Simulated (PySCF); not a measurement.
A side-by-side comparison of computed properties.

First species: 3,3-dimethyl-1-butene, C6H12.
InChI=1S/C6H12/c1-5-6(2,3)4/h5H,1H2,2-4H3

Second species: C3H7FO3S.
Geometry (GFN2-xTB, Å), atoms numbered from 1 in this order:
```xyz
15
C3H7FO3S angstrom
C     -2.1419    0.3371   -0.2021
O     -1.1126    0.6269    0.7348
C     -0.4022   -0.4607    1.1496
F      0.1996   -0.1577    2.3231
S      1.0017   -0.7789   -0.0500
C      1.9892    0.7267    0.1005
O      1.7568   -1.9163    0.3868
O      0.4127   -0.8339   -1.3618
H     -2.8531   -0.3814    0.2163
H     -2.6408    1.2855   -0.3862
H     -1.7186   -0.0555   -1.1290
H     -0.9964   -1.3768    1.2822
H      2.4054    0.7481    1.0985
H      2.7697    0.6816   -0.6481
H      1.3261    1.5631   -0.0761
```

Levels: PBE0/def2-SVPD for dipole moment, HOMO energy, LUMO energy, HOMO–LUMO gap, static isotropic polarisability and electronic spatial extent ⟨r²⟩ about the centre of nuclear charge; TDDFT PBE0/def2-SVPD for lowest singlet excitation; TDA PBE0/def2-SVPD for lowest triplet excitation (Tamm–Dancoff); GFN2-xTB for rotational constant A and rotational constant C. Geometries: GFN2-xTB. Each structure is a single optimised conformer of the isolated species, non-relativistic unless stated; the electronic structure was computed with PySCF and density fitting.

The conformers computed, where there is a choice (atom-mapped SMILES and torsion angles):
- `[CH2:1]=[CH:2][C:3]([CH3:4])([CH3:5])[CH3:6]`: C1–C2–C3–C4 121°
- `[CH3:1][O:2][C@H:3]([F:4])[S:5]([CH3:6])(=[O:7])=[O:8]`: C1–O2–C3–F4 -159°, O2–C3–S5–C6 62°

```csv
property,column X,column Y
dipole moment,3.28 D,0.37 D
HOMO energy,-8.00 eV,-7.43 eV
LUMO energy,0.25 eV,0.47 eV
HOMO–LUMO gap,8.25 eV,7.90 eV
lowest singlet excitation,6.94 eV,7.08 eV
lowest triplet excitation (Tamm–Dancoff),6.39 eV,4.54 eV
static isotropic polarisability,69.8 au,74.0 au
electronic spatial extent ⟨r²⟩ about the centre of nuclear charge,1045 bohr²,647 bohr²
rotational constant A,2.401 GHz,4.439 GHz
rotational constant C,1.255 GHz,2.661 GHz
```

**Question.** Which column belongs to which species?

**Answer.** Column X is the second species and column Y the first. The first has 18 atoms and 48 electrons, the second 15 and 74.

**Question.** How does each property change from the first species to the second?

**Answer.** dipole moment +2.91 D; HOMO energy -0.57 eV; LUMO energy -0.22 eV; HOMO–LUMO gap +0.35 eV; lowest singlet excitation -0.14 eV; lowest triplet excitation (Tamm–Dancoff) +1.85 eV; static isotropic polarisability -4.2 au; electronic spatial extent ⟨r²⟩ about the centre of nuclear charge +398 bohr²; rotational constant A -2.038 GHz; rotational constant C -1.406 GHz.

On the first: No computed singlet falls in the visible range (750 to 380 nm, 1.65 to 3.26 eV); S1 lies 3.82 eV above its blue end.

On the second: The principal polarisabilities are 64.5, 66.7 and 78.2 au; their mean is the isotropic value.
